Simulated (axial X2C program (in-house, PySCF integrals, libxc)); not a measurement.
# GaCN⁺: properties at the nuclei

Calculated with an in-house all-electron X2C program for linear molecules (integrals from PySCF): two-component X2C with atomic mean-field Coulomb and Gaunt terms, Gaussian nuclei, basis Ga dyall-v3z, C dyall-v3z, N dyall-av3z with contracted cores.

Ga–C–N held linear, with bonds 1.922 and 1.157 Å (near the PBE0 minimum at charge 1 of the determinant lowest at the starting distance; the state shown can have its own minimum elsewhere, held linear; other orders of the atoms were not compared).

Input and command:
```json
{"zs": [31, 6, 7], "q": 1, "bas": ["dyall-v3z", "dyall-v3z", "dyall-av3z"], "r0": [1.94, 1.16], "symm": 0, "scan": ["PBE0", "HF", "BHandHLYP"], "levels": ["PBE0", "HF", "r2SCAN"], "nst": 2}
```
```bash
python solin.py task.json out
```

Keys: zs atomic numbers; q charge; bas basis sets; r0 starting distance in Å; symm equal bonds; scan levels of the two-bond scan; levels methods; nst determinants followed.

Determinant lowest in the PBE0 search, Ω = 1/2 (⟨Sz⟩ = 0.50, ⟨Lz⟩ = 0.00 at PBE0), spin on the atoms Ga 0.34, C 0.16, N 0.01:

```
 level  Eeff magnitude (GV/cm)  Ws magnitude Ga (kHz)  A∥/gI Ga (MHz)  qzz Ga (a.u.)  A∥/gI C (MHz)  qzz C (a.u.)  A∥/gI N (MHz)  qzz N (a.u.)
  PBE0                    3.95                   3.38            3820          -2.89            214         -0.18           19.5         -1.13
    HF                    4.64                   3.99            3910          -3.49            334         -0.31           26.9         -1.44
r2SCAN                    3.93                   3.37            3690          -2.88            185         -0.19           33.7         -1.04
```

Eeff is the effective electric field on the electron electric dipole moment in this Ω state and Ws the scalar–pseudoscalar constant of the nucleus named (defined with the proton number Z and per Ω); A∥ (defined per Ω) follows by multiplying with gI = μI/(I μN); qzz is the electric field gradient, eQq0 = 234.96 MHz × Q/barn × qzz. The operators were transformed with the bare-nucleus X2C matrices; with these basis sets, hyperfine constants and field gradients can be off by tens of per cent, and where levels differ in sign neither size nor sign is settled.

**Question.** With gI(69Ga) = 1.3444, Q(69Ga) = 0.171 barn, gI(13C) = 1.4048, gI(14N) = 0.4038, Q(14N) = 0.02044 barn (g factors from the IAEA table of nuclear moments by Stone; Q from Pyykkö, Mol. Phys. 2018), turn the PBE0 values of the first state into constants in MHz.

**Answer.** A∥(69Ga) = 3820 × 1.3444 = 5140 MHz; eQq0(69Ga) = 234.96 × (0.171) × (-2.89) = -116 MHz; A∥(13C) = 214 × 1.4048 = 301 MHz; A∥(14N) = 19.5 × 0.4038 = 7.87 MHz; eQq0(14N) = 234.96 × (0.02044) × (-1.13) = -5.43 MHz.

The molecule was held linear; bending was not examined, so a bent shape may lie lower.

Each state is one determinant with collinear spin. Unrestricted Hartree–Fock can overshoot spin polarisation at the nuclei. The search compared states at one distance, so a state with another bond length can lie lower.
